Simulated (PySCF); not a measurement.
## Two-component Hartree-Fock for Nd²⁺ (neodymium, charge +2)

Start: [Xe] 4f4; 4f5/2 filled at m_j = -1/2, +1/2, +3/2, +5/2. Calculated with PySCF 2.14 in x2c-QZVPPall-2c: generalised Hartree-Fock with the X2C-1e Hamiltonian and a Gaussian nucleus; one run each with spin-orbit coupling (SO) switched off, then screened by Boettger's factors.

| spinor shell | electrons | ε, spin-free (eV) | ε, screened SO (eV) | weight of nominal j (screened SO) | rms radius, screened SO (bohr) |
| --- | --- | --- | --- | --- | --- |
| 1s1/2 | 2 | -43795.8 | -43789.2 | 1.000 | 0.0269 |
| 2s1/2 | 2 | -7207.4 | -7205.3 | 1.000 | 0.109 |
| 2p1/2 | 2 | -6437.8 | -6802.6 | 1.000 | 0.0938 |
| 2p3/2 | 4 | -6437.8 | -6278.5 | 1.000 | 0.0998 |
| 3s1/2 | 2 | -1620.6 | -1619.9 | 1.000 | 0.283 |
| 3p1/2 | 2 | -1372.6 | -1447.2 | 1.000 | 0.275 |
| 3p3/2 | 4 | -1372.6 | -1339.5 | 1.000 | 0.288 |
| 3d3/2 | 4 | -1028.1 | -1042.0 | 0.997 | 0.260 |
| 3d5/2 | 6 | -1028.1 | -1018.2 | 0.998 | 0.263 |
| 4s1/2 | 2 | -352.70 | -352.45 | 1.000 | 0.645 |
| 4p1/2 | 2 | -268.77 | -286.21 | 0.981 | 0.668 |
| 4p3/2 | 4 | -268.77 | -260.86 | 0.991 | 0.694 |
| 4d3/2 | 4 | -146.28 | -152.58 | 0.772 | 0.762 |
| 4d5/2 | 6 | -146.28 | -141.84 | 0.848 | 0.767 |
| 5s1/2 | 2 | -62.812 | -62.766 | 1.000 | 1.59 |
| 5p1/2 | 2 | -40.159 | -42.984 | 0.926 | 1.78 |
| 5p3/2 | 4 | -40.159 | -38.875 | 0.963 | 1.88 |
| 4f5/2 | 4 | -24.680 | -24.682 | 0.700 | 1.14 |

| quantity | spin-free | screened SO |
| --- | --- | --- |
| E (hartree) | -9616.99991 | -9621.83229 |
| M_J | 4 | 4 |
| ⟨J²⟩ | 24.011 | 23.432 |
| ⟨L²⟩ | 42.008 | 41.890 |
| ⟨S²⟩ | 6.004 | 5.995 |

The determinant has a definite M_J but mixes levels of different J.

Each row is a mean over spinors that exchange with the open shell spreads, by up to 10.040 eV (4d3/2).

Rows whose weight is well below 1 are mixtures of j = l ± 1/2: exchange outweighs spin-orbit coupling there, and the label is only the starting occupation.

Breit and QED terms are absent; they matter most for the inner s and p1/2 levels.

Densities and radii are taken from the X2C orbitals without a picture-change correction, which distorts them close to the nucleus.

Without spin-orbit coupling the j labels of p, d and f shells carry no meaning; the spin-free column gives the mean over the occupied spinors of each nl shell, and its ⟨J²⟩ belongs to a mixture of degenerate components.
